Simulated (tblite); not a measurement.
C₄H₁₀BNS₂.
SMILES with atom numbers: `[CH3:1][C:2]#[N+:3][BH2-:4][S:5][CH2:6][S:7][CH3:8]` (hydrogens: H9, H10, H11 on C1; H12, H13 on B4; H14, H15 on C6; H16, H17, H18 on C8)

Geometry (GFN2-xTB, Å), atoms numbered from 1 in this order:
```
atom  x, y, z in Å
C1     2.1425    1.6315    0.2805
C2     1.8654    0.3037   -0.1503
N3     1.6548   -0.7678   -0.5115
B4     1.0799   -2.0740   -0.8875
S5    -0.7662   -1.6487   -1.2302
C6    -1.3231   -1.1311    0.4132
S7    -1.1532    0.6620    0.7447
C8    -2.2789    1.2570   -0.5431
H9     1.2435    2.2360    0.1543
H10    2.9611    2.0534   -0.3021
H11    2.4090    1.6219    1.3371
H12    1.1744   -2.7997    0.0459
H13    1.5745   -2.4428   -1.8946
H14   -2.3810   -1.3685    0.5008
H15   -0.7491   -1.6385    1.1839
H16   -3.3029    1.0271   -0.2608
H17   -2.0138    0.7551   -1.4710
H18   -2.1456    2.3297   -0.6316
```

Method: GFN2-xTB as coded in tblite; computed harmonic values from a numerical Hessian at the method's own geometry, unscaled. Errors from tens to a few hundred cm⁻¹ against measured bands are possible. Modes of hydrogen on boron can be 10 to 20 % off. One conformer, not necessarily the lowest. The optimisation stopped once no atom felt more than 0.01 eV/Å.

Lowest wavenumbers of the output (negative numbers stand for imaginary wavenumbers):
```
mode    cm-1
  1     -65.5
  2      38.5
  3      61.3
  4     102.4
  5     112.3
  6     150.0
  7     156.1
  8     196.6
  9     238.4
 10     288.5
 11     302.0
 12     339.4
 13     374.6
 14     567.4
 15     648.5
```

Q: Is this structure a minimum?

A: No. 1 mode is imaginary beyond 20i (66i cm⁻¹), so at this level the point lies at or near a first-order saddle.

Q: Which atoms move in the imaginary mode?

A: 66i: H11 (methyl hydrogen) 36 %, H9 (methyl hydrogen) 29 %, H10 (methyl hydrogen) 28 %. These are shares of the mass-weighted motion.

Q: What is the remedy?

A: Step along that mode in both directions, optimise again with tighter thresholds and repeat the frequencies. The zero-point energy of this point (84.2 kcal/mol) counts the 47 real modes alone, and thermal corrections from it aren't those of a minimum.

Time: 1.3 s. Hardware: an Arm Neoverse N1 with one thread, no GPU (shared host). The figure is for the frequency step alone.
